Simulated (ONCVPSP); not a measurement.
# LDA (Perdew-Zunger) ONCV dataset for Ho (Z = 67), scalar-relativistic all-electron reference.

Input for ONCVPSP 4.0.1:

```
# ATOM AND REFERENCE CONFIGURATION
# atsym  z   nc   nv     iexc    psfile
  Ho 67.00   10    4        3      upf
#
#   n    l    f
    1    0    2.00
    2    0    2.00
    2    1    6.00
    3    0    2.00
    3    1    6.00
    3    2   10.00
    4    0    2.00
    4    1    6.00
    4    2   10.00
    4    3   10.00
    5    0    2.00
    5    1    6.00
    5    2    1.00
    6    0    1.00
#
# PSEUDOPOTENTIAL AND OPTIMIZATION
# lmax
    3
#
#   l,   rc,      ep,       ncon, nbas, qcut
    0    2.45    0.00    5    8    5.90
    1    1.80    0.00    4    8    6.10
    2    3.25    0.00    4    9    5.90
    3    2.60    0.15    4    7    4.70
#
# LOCAL POTENTIAL
# lloc, lpopt,  rc(5),   dvloc0
    4    5    1.75    6.00
#
# VANDERBILT-KLEINMAN-BYLANDER PROJECTORs
# l, nproj, debl
    0    2    3.00
    1    3    0.50
    2    1    1.80
    3    2    4.00
#
# MODEL CORE CHARGE
# icmod, fcfact, rcfact
    3    4.25    1.60
#
# LOG DERIVATIVE ANALYSIS
# epsh1, epsh2, depsh
   -4.00    5.00    0.02
#
# OUTPUT GRID
# rlmax, drl
    6.00    0.01
#
# TEST CONFIGURATIONS
# ncnf
    4
# nvcnf
#   n    l    f
    4
    5    0    2.00
    5    1    6.00
    5    2    1.00
    6    0    2.00
#
    4
    5    0    2.00
    5    1    6.00
    5    2    1.00
    6    0    0.00
#
    4
    5    0    2.00
    5    1    6.00
    5    2    0.00
    6    0    0.00
#
    4
    5    0    2.00
    5    1    6.00
    5    2    1.00
    6    0    1.50
#
```

Command:

```bash
oncvpsp.x < Ho.dat > Ho.out
```

The program printed (shortened: citation, most of the input echo, consistency checks and plot data are left out):

```
ONCVPSP  (Optimized Norm-Conservinng Vanderbilt PSeudopotential)
scalar-relativistic version 4.0.1

#   n    l    f        energy (Ha)
    1    0    2.00    -2.0382521E+03
    2    0    2.00    -3.4139214E+02
    2    1    6.00    -3.0261576E+02
    3    0    2.00    -7.6646170E+01
    3    1    6.00    -6.4798326E+01
    3    2   10.00    -4.9735939E+01
    4    0    2.00    -1.5531698E+01
    4    1    6.00    -1.1625877E+01
    4    2   10.00    -6.3489731E+00
    4    3   10.00    -5.9386172E-01
    5    0    2.00    -2.2472382E+00
    5    1    6.00    -1.3171050E+00
    5    2    1.00    -3.1090896E-01
    6    0    1.00    -3.6548724E-01

Reference configufation results
  iterations    32
  all-electron total energy (Ha)   -1.26078397D+04

Begin loop to  construct optimized pseudo wave functions
and semi-local pseudopoentials for all angular momenta

Calculating optimized projector #   1

 for l=   0

    Fraction of norm inside rc  0.988705
    Optimizing pswf for qcut=   5.91 a_B^-1,  ecut=  17.45 Ha
    Residual kinetic energy error=  1.01D-06 Ha

    Energy error per electron        Cutoff
         Ha          eV             Ha
         0.01000     0.27211        7.49
         0.00100     0.02721       11.21
         0.00010     0.00272       13.64
         0.00001     0.00027       15.73

Calculating optimized projector #   2

 for l=   0

    Fraction of norm inside rc  0.170317
    Optimizing pswf for qcut=   5.91 a_B^-1,  ecut=  17.45 Ha
    Residual kinetic energy error=  1.92D-06 Ha

    Energy error per electron        Cutoff
         Ha          eV             Ha
         0.01000     0.27211        4.10
         0.00100     0.02721       10.67
         0.00010     0.00272       13.60
         0.00001     0.00027       15.99

WARNING wellstate: negative energy specified for n= 6 l=  1
WARNING scattering state with energy  0.25000000
WARNING will be used for the first projector

   Wellstate for l =  1  n =  7
     eigenvalue =   0.2500
     asymptotic potential =   0.7500
     half-point radius =  7.2605

   Wellstate for l =  1  n =  7
     eigenvalue =   0.7500
     asymptotic potential =   1.2500
     half-point radius =  4.6962

Calculating optimized projector #   1

 for l=   1

    Fraction of norm inside rc  0.760932
    Optimizing pswf for qcut=   6.11 a_B^-1,  ecut=  18.67 Ha
    Residual kinetic energy error=  8.64D-05 Ha

    Energy error per electron        Cutoff
         Ha          eV             Ha
         0.01000     0.27211        6.04
         0.00100     0.02721       14.29
         0.00010     0.00272       18.86
         0.00001     0.00027       58.55

Calculating optimized projector #   2

 for l=   1

    Fraction of norm inside rc  0.042522
    Optimizing pswf for qcut=   6.11 a_B^-1,  ecut=  18.67 Ha
    Residual kinetic energy error=  3.80D-05 Ha

    Energy error per electron        Cutoff
         Ha          eV             Ha
         0.01000     0.27211        4.93
         0.00100     0.02721       11.44
         0.00010     0.00272       16.91
         0.00001     0.00027       27.82

Calculating optimized projector #   3

 for l=   1

    Fraction of norm inside rc  0.060453
    Optimizing pswf for qcut=   6.11 a_B^-1,  ecut=  18.67 Ha
    Residual kinetic energy error=  9.08D-05 Ha

    Energy error per electron        Cutoff
         Ha          eV             Ha
         0.01000     0.27211        5.66
         0.00100     0.02721       13.91
         0.00010     0.00272       18.69
         0.00001     0.00027       31.17

Calculating optimized projector #   1

 for l=   2

    Fraction of norm inside rc  0.784532
    Optimizing pswf for qcut=   5.90 a_B^-1,  ecut=  17.40 Ha
    Residual kinetic energy error=  4.38D-10 Ha

    Energy error per electron        Cutoff
         Ha          eV             Ha
         0.01000     0.27211        6.40
         0.00100     0.02721        8.71
         0.00010     0.00272       10.70
         0.00001     0.00027       12.47

   Wellstate for l =  3  n =  5
     eigenvalue =   0.1500
     asymptotic potential =   0.6500
     half-point radius =  6.5491

   Wellstate for l =  3  n =  8
     eigenvalue =   4.1500
     asymptotic potential =   4.6500
     half-point radius =  4.2794

Calculating optimized projector #   1

 for l=   3

    Fraction of norm inside rc  0.069589
    Optimizing pswf for qcut=   4.70 a_B^-1,  ecut=  11.04 Ha
    Residual kinetic energy error=  1.29D-04 Ha

    Energy error per electron        Cutoff
         Ha          eV             Ha
         0.01000     0.27211        3.59
         0.00100     0.02721        8.33
         0.00010     0.00272       12.04
         0.00001     0.00027       27.98

Calculating optimized projector #   2

 for l=   3

    Fraction of norm inside rc  0.197322
    Optimizing pswf for qcut=   4.70 a_B^-1,  ecut=  11.04 Ha
    Residual kinetic energy error=  3.87D-02 Ha

    Energy error per electron        Cutoff
         Ha          eV             Ha
         0.01000     0.27211       20.64
         0.00100     0.02721       37.17
         0.00010     0.00272       43.86
         0.00001     0.00027       62.93

Construct Vanderbilt / Kleinmman-Bylander projectors

B matrix Hermiticity error, ll=   0
   1   2    1.9437E-04

  Orthonormal projector coefficients -2.2494E+00  2.1241E+00

B matrix Hermiticity error, ll=   1
   1   2   -1.2280E-04
   1   3   -2.0220E-04
   2   3   -1.6855E-05

  Orthonormal projector coefficients  4.5762E+01 -2.3914E+00 -9.1978E-01

B matrix Hermiticity error, ll=   3
   1   2    6.6000E-05

  Orthonormal projector coefficients -2.4742E+00  7.5186E-01

Model core correction analysis
  based on d2Exc/dn_idn_j

d2excae - all-electron derivatives

   -2.384817D-02   -2.122526D-02   -9.205915D-03   -2.322327D-03
   -2.122501D-02   -2.156770D-02   -1.293352D-02   -4.307239D-03
   -9.205337D-03   -1.293265D-02   -2.009888D-02   -1.984787D-02
   -2.322143D-03   -4.306133D-03   -1.983221D-02   -3.299234D-02

d2excps - pseudofunction derivatives with no core correction

   -4.512277D-02   -3.239919D-02   -1.165590D-02   -4.435554D-03
   -3.240109D-02   -3.065935D-02   -1.600166D-02   -5.402773D-03
   -1.165637D-02   -1.600136D-02   -2.240682D-02   -2.088911D-02
   -4.435983D-03   -5.401552D-03   -2.087247D-02   -3.417027D-02

rms 2nd derivative error    7.228777E-03

rmatch, rhocmatch    1.1104    5.3959

Teter function model core charge with specified parameters

d2excps - pseudofunction derivatives with core correction

   -2.342810D-02   -1.930953D-02   -8.133582D-03   -2.591156D-03
   -1.930924D-02   -2.004908D-02   -1.223477D-02   -4.411841D-03
   -8.133399D-03   -1.223441D-02   -2.034945D-02   -2.047998D-02
   -2.590917D-03   -4.410531D-03   -2.046328D-02   -3.387677D-02

rms 2nd derivative error    9.652318E-04

Pseudoatom total energy  -39.442393

Diagnostic tests using Vanderbilt-Kleinman-Bylander pseudopotentials
  1 or more projectors used as specified by nproj input data

   l    rcore       rmatch      e in        delta e   norm test  slope test

   0   2.4604030   2.5351062  -2.2472382   0.0000016   1.0001791   1.0001641
   0   2.4604030   2.5351062  -0.3654872   0.0000005   1.0000185   1.0000137

   1   1.8026493   1.8573817  -1.3171050  -0.0000071   1.0001148   1.0001255
   1   1.8026493   1.8573817   0.2500000   0.0000054   1.0003014   1.0003014
   1   1.8026493   1.8573817   0.7500000   0.0000160   1.0003282   1.0003282

   2   3.2592025   3.3581589  -0.3109090  -0.0000002   0.9999993   1.0000029

   3   2.6120775   2.6913858   0.1500000   0.0000060   1.0000389   1.0000389
   3   2.6120775   2.6913858   4.1500000   0.0000562   1.0000193   1.0000193

 Testing for bound ghosts
   n   l    E NL Schr. Eq   E Basis Diag.   E Cutoff

   1   0       -2.247237       -2.247227     43.91
   2   0       -0.365487       -0.360575     43.91

   2   1       -1.317112       -1.317055    121.71

   3   2       -0.310909       -0.310828     32.47

   4   3       -0.039174        0.070625     42.85

 Testing for highly-localized positive-energy ghosts
       l    <radius>/rc     E Basis Diag.   E Cutoff

       1        0.319784      126.034476    121.71  WARNING - GHOST(+)

Test configuration 0

   n   l     f        eae           eps        diff
   1   0  2.0000-2038.25211364
   2   0  2.0000 -341.39213922
   2   1  6.0000 -302.61576092
   3   0  2.0000  -76.64616972
   3   1  6.0000  -64.79832571
   3   2 10.0000  -49.73593912
   4   0  2.0000  -15.53169820
   4   1  6.0000  -11.62587694
   4   2 10.0000   -6.34897306
   4   3 10.0000   -0.59386172
   5   0  2.0000   -2.24723817   -2.24723655    1.62D-06
   5   1  6.0000   -1.31710496   -1.31711210   -7.14D-06
   5   2  1.0000   -0.31090896   -0.31090917   -2.13D-07
   6   0  1.0000   -0.36548724   -0.36548674    5.04D-07

    Total energies and differences
      AE_ref= -1.26078397D+04  AE_tst= -1.26078397D+04  dif=  0.00D+00
      PS_ref= -3.94423929D+01  PS_tst= -3.94423929D+01  dif=  2.06D-13
      PSP excitation error= -2.06D-13

Test configuration 1

   n   l     f        eae           eps        diff
   1   0  2.0000-2038.00774072
   2   0  2.0000 -341.14898532
   2   1  6.0000 -302.37252961
   3   0  2.0000  -76.40342428
   3   1  6.0000  -64.55557159
   3   2 10.0000  -49.49319466
   4   0  2.0000  -15.28880178
   4   1  6.0000  -11.38294116
   4   2 10.0000   -6.10602105
   4   3 10.0000   -0.35102881
   5   0  2.0000   -2.00415726   -2.00171041    2.45D-03
   5   1  6.0000   -1.07459362   -1.07330822    1.29D-03
   5   2  1.0000   -0.08700908   -0.08693796    7.11D-05
   6   0  2.0000   -0.16490908   -0.16500169   -9.26D-05

    Total energies and differences
      AE_ref= -1.26078397D+04  AE_tst= -1.26081027D+04  dif= -2.63D-01
      PS_ref= -3.94423929D+01  PS_tst= -3.97054599D+01  dif= -2.63D-01
      PSP excitation error=  1.25D-04

Test configuration 2

   n   l     f        eae           eps        diff
   1   0  2.0000-2038.53815549
   2   0  2.0000 -341.67632126
   2   1  6.0000 -302.90007333
   3   0  2.0000  -76.92935611
   3   1  6.0000  -65.08153032
   3   2 10.0000  -50.01918325
   4   0  2.0000  -15.81518060
   4   1  6.0000  -11.90945516
   4   2 10.0000   -6.63263026
   4   3 10.0000   -0.87721945
   5   0  2.0000   -2.53092838   -2.53546666   -4.54D-03
   5   1  6.0000   -1.59892057   -1.60150543   -2.58D-03
   5   2  1.0000   -0.56652542   -0.56674517   -2.20D-04

    Total energies and differences
      AE_ref= -1.26078397D+04  AE_tst= -1.26073664D+04  dif=  4.73D-01
      PS_ref= -3.94423929D+01  PS_tst= -3.89690850D+01  dif=  4.73D-01
      PSP excitation error=  3.57D-05

Test configuration 3

   n   l     f        eae           eps        diff
   1   0  2.0000-2038.96558661
   2   0  2.0000 -342.10543542
   2   1  6.0000 -303.32928277
   3   0  2.0000  -77.35368625
   3   1  6.0000  -65.50592411
   3   2 10.0000  -50.44436180
   4   0  2.0000  -16.24022528
   4   1  6.0000  -12.33495432
   4   2 10.0000   -7.05885872
   4   3 10.0000   -1.30218904
   5   0  2.0000   -2.95517171   -2.96989458   -1.47D-02
   5   1  6.0000   -2.01232276   -2.02357676   -1.13D-02

    Total energies and differences
      AE_ref= -1.26078397D+04  AE_tst= -1.26066251D+04  dif=  1.21D+00
      PS_ref= -3.94423929D+01  PS_tst= -3.82257796D+01  dif=  1.22D+00
      PSP excitation error= -1.99D-03

Test configuration 4

   n   l     f        eae           eps        diff
   1   0  2.0000-2038.12380883
   2   0  2.0000 -341.26451315
   2   1  6.0000 -302.48808994
   3   0  2.0000  -76.51882204
   3   1  6.0000  -64.67097249
   3   2 10.0000  -49.60858391
   4   0  2.0000  -15.40425727
   4   1  6.0000  -11.49840918
   4   2 10.0000   -6.22148889
   4   3 10.0000   -0.46645814
   5   0  2.0000   -2.11969975   -2.11822632    1.47D-03
   5   1  6.0000   -1.19000383   -1.18920852    7.95D-04
   5   2  1.0000   -0.19399500   -0.19392832    6.67D-05
   6   0  1.5000   -0.26192555   -0.26198125   -5.57D-05

    Total energies and differences
      AE_ref= -1.26078397D+04  AE_tst= -1.26079963D+04  dif= -1.57D-01
      PS_ref= -3.94423929D+01  PS_tst= -3.95990328D+01  dif= -1.57D-01
      PSP excitation error=  5.92D-05
```

The run took about 4.3 s on one core of a shared server CPU.
